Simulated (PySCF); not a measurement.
B2H4, SMILES BB.

The structure is a stationary point at B3LYP-D3(BJ)/def2-TZVP.

Computed with PBE/def2-TZVPD (PySCF).

Symmetry labels are those of the subgroup D2 that the program uses (full group D2d).

Computed valence orbital energies around the gap with their symmetry:
| orbital | symmetry | energy (eV) |
|---|---|---|
| HOMO−6 | A | -176.98 |
| HOMO−5 | B1 | -176.97 |
| HOMO−4 | A | -13.33 |
| HOMO−3 | B1 | -11.20 |
| HOMO−2 | B2 | -8.57 |
| HOMO−1 | B3 | -8.57 |
| HOMO | A | -7.29 |
| LUMO | B2 | -2.69 |
| LUMO+1 | B3 | -2.69 |
| LUMO+2 | A | 0.07 |
| LUMO+3 | B1 | 0.52 |
